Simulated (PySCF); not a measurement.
Zinc: a sound run and one with changed settings

Sound run: Zn²⁺ [Ar] 3d10, Zn³⁺ [Ar] 3d9. All numbers are calculated (PySCF 2.14, scalar relativity by spin-free X2C-1e, in cc-pVDZ-DK). The sound run starts from symmetry-adapted Hartree-Fock orbitals and uses a fine grid where one is needed.

Changed run: 14 angular points. This setting is unsound on purpose.

```
species  method  sound run (hartree)  changed run (hartree)  converged
   Zn²⁺     UHF          -1793.36092            -1793.36092        yes
   Zn²⁺    MN15          -1796.09831            -1796.09831        yes
   Zn²⁺   M06-L          -1794.83866            -1794.83866        yes
   Zn³⁺     UHF          -1791.99831            -1791.99831        yes
   Zn³⁺    MN15          -1794.63151            -1794.55972        yes
   Zn³⁺   M06-L          -1793.39149            -1793.47303        yes
```

Ionisation energy of Zn²⁺:

| method | sound run (eV) | changed run (eV) |
| --- | --- | --- |
| UHF | 37.079 | 37.079 |
| MN15 | 39.914 | 41.867 |
| M06-L | 39.379 | 37.160 |

A coarse angular grid integrates products of high-l functions wrongly, so density functionals can shift, and the SCF can exploit the error; Hartree-Fock and MP2 need no grid.

For comparison, NIST gives 39.723 eV between the lowest levels.
